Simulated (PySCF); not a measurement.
Stationary points of VH₄

Method: PBE0/[V def2-TZVP, H def2-TZVP], no relativity, density fitting, PySCF.

Relaxations began from a few typed shapes; open shells are unrestricted. The search is not exhaustive: other isomers or separated fragments can lie lower, and high-lying points may rest on an excited occupation.

Question: Which is the lowest minimum found?
A. broken-symmetry Ms = 1/2 (⟨S²⟩ 1.84) D2h: V–H 1.737 Å (×4); H–V–H 45.9° (×2), H–V–H 134.1° (×2), H–V–H 180.0° (×2)
B. doublet D2d: V–H 1.635 Å (×4); H–V–H 102.5° (×2), H–V–H 113.0° (×4)

Answer: B. The others lie at 129.5 (broken-symmetry Ms = 1/2 D2h, a saddle point) kJ/mol above it.

Formally V is in oxidation state +4, d1, with 1 unpaired electron. The Mulliken spin on V is 1.38. The polar-tensor charge on V, 1.30, is far below the formal one.

For the lowest minimum: other spin states or occupations of the open shell can lie lower.
